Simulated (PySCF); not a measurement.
## Polarisability and C₆ of Si (silicon, neutral)

[Ne] 3s2 3p2, high-spin 3P determinant. All numbers are calculated (PySCF 2.14, scalar relativity by spin-free X2C-1e, in ANO-RCC-VTZP (5s4p2d1f, 34 functions)). Coupled (time-dependent) response in atomic units; α is the mean over directions. The basis has no added diffuse functions, which lowers α and C₆.

```tsv
method	mean α (bohr³)	α xx, yy, zz	C₆ (like pair)	S(−4)
UHF	34.29	29.83, 36.51, 36.51	285.7	350.5
PBE	35.49	30.12, 38.17, 38.17	298.8	386.4
PBE0	34.82	29.84, 37.31, 37.31	290.8	367.6
M06	34.98	29.78, 37.59, 37.59	286.1	391.9
PBEsol	35.78	30.28, 38.53, 38.53	302.3	393.9
```

S(−4) is the Cauchy moment in α(ω) = α(0) + S(−4) ω² + …

Reference α: 37.3 ± 0.7 bohr³ (recommended; Schwerdtfeger and Nagle, table of static dipole polarizabilities (2023 update)). Published C₆: 305.0 (Chu and Dalgarno (2004); Tang, Norbeck and Certain (1976)).

α(iu) at PBEsol:

| u (hartree) | α(iu) (bohr³) |
| --- | --- |
| 0 | 35.78 |
| 0.0500 | 34.83 |
| 0.100 | 32.29 |
| 0.200 | 25.24 |
| 0.300 | 18.70 |
| 0.500 | 10.38 |
| 0.750 | 5.618 |
| 1.00 | 3.452 |
| 1.50 | 1.672 |
| 2.00 | 0.9878 |
| 3.00 | 0.4698 |
| 5.00 | 0.1841 |

A single London oscillator, α(iu) = α/(1 + u²/ω²), gives C₆ = (3/4) ω α². Matching the computed C₆ needs ω = 4 × 302.3 / (3 × 35.78²) = 0.315 hartree.

The components differ because the open shell of this determinant is not spherical; for a pure term their mean is the scalar polarisability.
